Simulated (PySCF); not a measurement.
C7H10N (doublet state).
Structure used (GFN2-xTB), in Å, numbered top down from 1:
```
atom  x, y, z in Å
C1     3.545   -0.048    0.268
C2     2.146   -0.042   -0.098
C3     0.990   -0.052   -0.416
C4    -0.413   -0.022   -0.764
C5    -1.029    1.357   -1.106
C6    -1.945    1.104    0.055
N7    -1.325   -0.101    0.383
C8    -1.938   -1.304    0.853
H9     4.158    0.196   -0.599
H10    3.830   -1.033    0.637
H11    3.729    0.689    1.050
H12   -0.627   -0.787   -1.524
H13   -0.342    2.197   -0.991
H14   -1.495    1.414   -2.094
H15   -2.996    1.300    0.162
H16   -2.528   -1.811    0.072
H17   -2.602   -1.059    1.682
H18   -1.166   -1.990    1.205
```

Identity: `CC#C[C@@H]1C[CH]N1C` [radical].

Computed with UKS B3LYP, pcH-1 on C H N, non-relativistic, mean-field spin-orbit, GIAO in PySCF 2.14.0. Isolated species at its GFN2-xTB geometry, gas phase. GFN2-xTB frequencies show an imaginary mode (30i cm⁻¹), so this geometry is no minimum at that level. The geometry wasn't refined by DFT: couplings that depend on bond lengths, twists or pyramidal angles can differ widely from those at the functional's own minimum. Stability of the SCF solution: not tested.

(1) The isotropic 13C couplings are +178.3, +18.6, +15.1, -13.9, -0.7 MHz. Assign them to C2; C4; C5; C6; C8.

(2) The isotropic 1H couplings, averaged over equivalent nuclei, are +68.0, +61.9, -20.4, +16.9, +13.4, -0.1 MHz. Assign them to H9/H10/H11; H12; H13; H14; H15; H16/H17/H18.

## Answers

(1) 
```tsv
site	a_iso (MHz)	ρ(0) (bohr⁻³)	position	distance from C6 (Å)	spin population	largest |T| (MHz)
C2	-0.7	-0.0007	4 bonds from C6	4.25	0.00	0.7
C4	+15.1	+0.0135	2 bonds from C6	2.07	-0.01	3.5
C5	-13.9	-0.0124	1 bond from C6	1.50	-0.05	3.8
C6	+178.3	+0.1586	largest spin population	0.00	+0.81	130.1
C8	+18.6	+0.0165	2 bonds from C6	2.54	-0.01	4.3
```

(2) 
```csv
site,a_iso (MHz),ρ(0) (bohr⁻³),position,distance from C6 (Å),bound to,spin population there,largest |T| (MHz)
H9/H10/H11,-0.1,0.0000,6 bonds from C6,6.05,C1,0.00,0.7
H12,+16.9,+0.0038,"γ, 3 bonds from C6",2.79,C4,-0.01,5.6
H13,+61.9,+0.0138,"β, 2 bonds from C6",2.20,C5,-0.05,9.1
H14,+68.0,+0.0152,"β, 2 bonds from C6",2.22,C5,-0.05,6.7
H15,-20.4,-0.0046,"α, 1 bond from C6",1.07,C6,+0.81,31.4
H16/H17/H18,+13.4,+0.0030,"γ, 3 bonds from C6",3.05,C8,-0.01,6.2
```

ρ(0) is the spin density at the nucleus and T the dipolar tensor; entries for several nuclei are means. The largest Mulliken spin populations are on C6 (+0.81) and N7 (+0.17). The angles at C6 add up to 348.0°, so it is slightly pyramidal.

Class means assume fast exchange of nuclei equivalent by connectivity; if that motion is slow, each nucleus keeps its own coupling. The three 1H nuclei of mean +13.4 MHz run from 0.5 to 33.0 MHz in the frozen geometry.

Hardware: Arm Neoverse N1, one thread, no GPU, shared host with 64 logical CPUs at a one-minute load of 35. Cost: 2.1 min (with the writing of density and orbital grids), 0.97 GiB resident at most.
